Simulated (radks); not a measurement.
Problem. The mean radii <r> (bohr) of the occupied orbitals of an atom or ion are listed with their occupations. Method: scalar-relativistic Kohn-Sham, exchange-only LDA, spin-polarised, spherical densities, point nucleus; computed with a radial shooting solver on a logarithmic mesh with Libxc functionals.

| orbital | occ. | <r> |
|---|---|---|
| 1s up | 1 | 0.02845 |
| 1s down | 1 | 0.02845 |
| 2s up | 1 | 0.1219 |
| 2s down | 1 | 0.1218 |
| 2p up | 3 | 0.1063 |
| 2p down | 3 | 0.1062 |
| 3s up | 1 | 0.3062 |
| 3s down | 1 | 0.3067 |
| 3p up | 3 | 0.2988 |
| 3p down | 3 | 0.2994 |
| 3d up | 2 | 0.2665 |

Name the element and its charge. Open shells, if any, are filled with parallel spins first.

Solution. Z = 51, antimony, charge +31: Sb31+ in [Ar] 3d2. The 1s radius gives Z: for a bare nucleus <r> = (2 gamma + 1)/(2Z) with gamma = sqrt(1 - (Z/c)^2), 0.028 bohr for Z = 51, and screening makes it slightly larger (0.02845 here). The occupations add up to 20, and the charge is Z minus that.
